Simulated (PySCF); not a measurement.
Vertical excitations of a molecule CH6Cl2Si2 from PySCF with TDA-B3LYP/def2-SVPD, as energy in eV (oscillator strength): 7.34 (0.005), 7.62 (0.000), 7.76 (0.038), 7.79 (0.020), 7.85 (0.004), 8.04 (0.032), 8.06 (0.006), 8.13 (0.009), 8.16 (0.068), 8.25 (0.029). Lowest triplet (TDA): 7.02 eV. The structure is a stationary point at r2SCAN-D4/def2-SVP. One conformer was computed; it need not be the lowest.

Problem. Which molecule gave these data?
A. C[SiH2][SiH](Cl)Cl
B. Cl[SiH2]C[SiH2]Cl
C. [SiH3]C[SiH](Cl)Cl
D. C[Si]([SiH3])(Cl)Cl

Solution. C, [SiH3]C[SiH](Cl)Cl
